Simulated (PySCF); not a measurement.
Two species compared at the same levels of theory.

First species: C₆H₉ClO.
SMILES: `ClC[C@@H]1C=COCC1`

Second species: C3H9FO2Si2.
SMILES: `O=C(O)[Si@@H]([SiH3])CCF`

Levels: PBE0/pcSseg-1 for HOMO energy, LUMO energy and HOMO–LUMO gap. Geometries: GFN2-xTB. Each structure is a single optimised conformer of the isolated species, non-relativistic unless stated. Electronic properties by PySCF.

Dipoles, sizes and rotational constants follow the conformer. The torsions of the flexible species, by atom-mapped SMILES:
- `[O:1]=[C:2]([OH:3])[Si@@H:4]([SiH3:5])[CH2:6][CH2:7][F:8]`: O1–C2–Si4–Si5 -103°, C2–Si4–C6–C7 -64°, Si4–C6–C7–F8 -58°, H–O3–C2–O1 -1°

The conformers of `ClC[C@@H]1C=COCC1` aren't listed.

Values for the first species:

* HOMO energy: -6.65 eV
* LUMO energy: 0.35 eV
* HOMO–LUMO gap: 7.00 eV

(1) Estimate the same properties for the second species, and the change in each.

## Answers

(1) 
```json
{"property": "HOMO energy", "first": "-6.65 eV", "second": "-7.79 eV", "second less first": "-1.14 eV"}
{"property": "LUMO energy", "first": "0.35 eV", "second": "-0.71 eV", "second less first": "-1.06 eV"}
{"property": "HOMO–LUMO gap", "first": "7.00 eV", "second": "7.08 eV", "second less first": "+0.08 eV"}
```

